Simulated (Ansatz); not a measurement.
Reactions of `C#[C][Zr]([OH])([OH])[Cl]`.

Gas-phase electronic energies from Ansatz, PBE0-D4/def2-TZVP geometries. CCSD(T)/CBS adds triple-zeta CCSD(T) − MP2 to the extrapolated MP2 energy (def2 sets, frozen cores). This one scheme is used for every species. Functionals use def2-TZVPP. B3LYP here is the variant with VWN-RPA as its local correlation; programs differ in this. Elements past krypton have def2 core potentials. For Br, Zr outer-core shells are correlated without core-valence functions, which leaves a few kJ/mol of doubt a bond. Scalar relativity is left out up to krypton. One conformer a species, not always the lowest.

| reaction | PBE-D4 (kJ/mol) | ωB97M-V (kJ/mol) | B3LYP-D4 (kJ/mol) | B97M-V (kJ/mol) | CCSD(T)/CBS(def2) (kJ/mol) |
| --- | --- | --- | --- | --- | --- |
| `C#[C][Zr]([OH])([OH])[Cl]` + `Cc1ccc(N(C)C)cc1` → `C#[C][Zr]([OH])([Cl])[N](C)C` + `Cc1ccc(O)cc1` | 71 | 77 | 75 | 73 | 74 |
| `C#[C][Zr]([OH])([OH])[Cl]` + HBr → `[OH][Zr]([OH])([Cl])[Br]` + `C#C` | -131 | -136 | -135 | -132 | -137 |
| `C#[C][Zr]([OH])([OH])[Cl]` + `C=Cc1ccccc1` → `[OH][Zr]([OH])([Cl])[c]1ccccc1` + `C#CC=C` | 52 | 61 | 55 | 63 | 58 |
| `C#[C][Zr]([OH])([OH])[Cl]` + `C[SiH](Cl)Br` → `[OH][Zr]([OH])([Cl])[Br]` + `C#C[SiH](C)Cl` | -74 | -75 | -78 | -78 | -77 |

Largest T1 diagnostic: 0.017, for `C#[C][Zr]([OH])([OH])[Cl]`.
